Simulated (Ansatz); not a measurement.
Born–Oppenheimer molecular dynamics of C₂H₁₁NO₃Si₂ (19 atoms, charge 0, multiplicity 1). It starts from a relaxed structure.

These are results of Ansatz 0.2.0, RKS r2SCAN-D4/STO-3G, not measurements.

| Property | Result |
| --- | --- |
| ensemble | NVE (Milne-controlled integrator) |
| time step | 0.5 fs |
| steps asked | 105 |
| starting velocities drawn for | 2000 K |
| masses | H 10 u |
| seed | 220728 |

First frame:

```xyz
19
Properties=species:S:1:pos:R:3
Si -0.465 -0.233 -0.040
O -0.238 -0.777 1.533
Si -0.890 0.178 2.783
H -2.326 0.358 2.668
H -0.613 -0.562 3.996
H -0.257 1.480 2.885
O 1.069 -0.083 -0.783
C 1.989 -1.125 -0.337
H 1.858 -2.078 -0.897
H 3.021 -0.769 -0.527
H 1.895 -1.356 0.747
N -1.213 1.354 -0.097
H -2.085 1.332 -0.675
H -0.592 2.047 -0.573
O -1.568 -1.270 -0.842
C -1.291 -2.672 -0.544
H -1.066 -2.857 0.530
H -2.193 -3.258 -0.810
H -0.444 -3.079 -1.141
```

(1) How far do the bonds stretch over the last three quarters of this one trajectory? (Pairs bonded in most of those frames.)

Results:

(1) 
```csv
bond,mean (Å),spread (Å),shortest,longest
Si1–O2,1.704,0.028,1.65,1.74
Si1–O7,1.747,0.028,1.68,1.77
Si1–N12,1.750,0.079,1.63,1.88
Si1–O15,1.769,0.015,1.74,1.79
O2–Si3,1.699,0.053,1.59,1.78
Si3–H4,1.480,0.052,1.42,1.56
Si3–H5,1.459,0.072,1.35,1.56
Si3–H6,1.467,0.053,1.38,1.54
O7–C8,1.471,0.010,1.45,1.49
C8–H9,1.128,0.022,1.09,1.16
C8–H10,1.124,0.055,1.05,1.21
C8–H11,1.122,0.020,1.09,1.16
N12–H13,1.050,0.055,0.96,1.13
N12–H14,1.054,0.051,0.97,1.12
O15–C16,1.473,0.030,1.42,1.52
C16–H17,1.128,0.039,1.07,1.20
C16–H18,1.123,0.030,1.08,1.17
C16–H19,1.122,0.044,1.07,1.20
```

Mean temperature of the second half: 1003 K. The conserved energy stayed within 0.0036 meV per atom of its start (net change 0.0025 meV per atom), so the integration is sound. Over the second half the temperature averaged 0.50 of the 2000 K drawn at the start: a run that starts near a minimum puts about half its kinetic energy into the potential. A run of 0.052 ps of so small a system gives no equilibrium averages. Limits of this set-up: minimal basis.

Run time: 16 min on 1 thread of Arm Neoverse V2, with other jobs on the host, peak memory 0.16 GiB.
